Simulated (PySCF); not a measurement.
**Working with the constants of BiPb**

ROHF-CCSD(T) constants of BiPb, ²Π (doublet), unpaired electrons π ↑ (PySCF, scalar-relativistic core potentials, basis sets Bi def2-SVP with ECP60, Pb def2-SVP with ECP60; masses 208.9804 and 207.9766 u):

```
ωe              : 144.1 cm⁻¹
ωexe            : 0.338 cm⁻¹
Be              : 0.019939 cm⁻¹
αe              : 4.81e-05 cm⁻¹
D (centrifugal) : 1.53e-09 cm⁻¹
De to Bi + Pb   : 1.51 eV
```

Question: Give the vibrational terms G(v) and spacings up to v = 6.

Answer: G(v) = ωe(v+½) − ωexe(v+½)².

| v | G(v) (cm⁻¹) | G(v) − G(v−1) | Bv (cm⁻¹) |
| --- | --- | --- | --- |
| 0 | 72.0 |  | 0.01991 |
| 1 | 215.4 | 143.4 | 0.01987 |
| 2 | 358.1 | 142.7 | 0.01982 |
| 3 | 500.2 | 142.1 | 0.01977 |
| 4 | 641.6 | 141.4 | 0.01972 |
| 5 | 782.3 | 140.7 | 0.01967 |
| 6 | 922.4 | 140.0 | 0.01963 |

Question: How well does the Morse estimate ωe²/(4ωexe) reproduce De, and what is D0?

Answer: It gives 1.90 eV, 126 % of the computed De. D0 = De − G(0) = 1.51 − 0.01 = 1.50 eV.

Correlated steps freeze 8 core orbitals. Correlated levels converge slowly with the basis: in double zeta they bind strong bonds too weakly, by up to about 1 eV, and carry superposition errors of some tenths. Spin–orbit coupling is left out, which matters for elements this heavy, above all for dissociation energies. The state was picked by a PBE0 search and need not be the measured ground state.
